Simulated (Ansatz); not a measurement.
Gas-phase electronic energies from Ansatz, PBE0-D4/def2-TZVP geometries. CCSD(T)/CBS is the MP2 limit (def2-TZVPP, def2-QZVPP) plus CCSD(T) − MP2 in def2-TZVPP, frozen cores. This one scheme is used for every species. DFT in def2-TZVPP.

Consider the ligand exchange at the Al–C bond: `[CH3][Al]1[CH2]O[SiH2]1` + H–F → `[F][Al]1[CH2]O[SiH2]1` + CH₄.

```csv
level,ΔE (kJ/mol)
PBE0-D4,-187.5
PBE,-192.2
PBE0,-190.2
SCS-MP2/def2-TZVPP,-200.3
CCSD(T)/def2-TZVPP,-194.4
HF/def2-QZVPP,-211.4
MP2/def2-QZVPP,-196.2
SCS-MP2/def2-QZVPP,-200.1
```

Q: What does CCSD(T)/CBS give? (Best estimate.)

A: Computed: -193.4 kJ/mol. The listed levels differ from it by 5.9, 1.2, 3.2, -6.9, -1.0, -18.0, -2.8, -6.7 kJ/mol.

Largest T1 diagnostic among the species: 0.015.

In def2-TZVPP, CCSD(T) changes the Hartree–Fock value by +15.6 kJ/mol (the triples alone add +1.8 kJ/mol) and MP2 by +13.7 kJ/mol. The D4 term adds +4.6 kJ/mol with B3LYP and +2.7 kJ/mol with PBE0; it sums over pairs of atoms, weighted by their polarisabilities, and B3LYP, whose exchange is more repulsive, gets the larger term.

B3LYP here is the variant with VWN-RPA as its local correlation; programs differ in this.
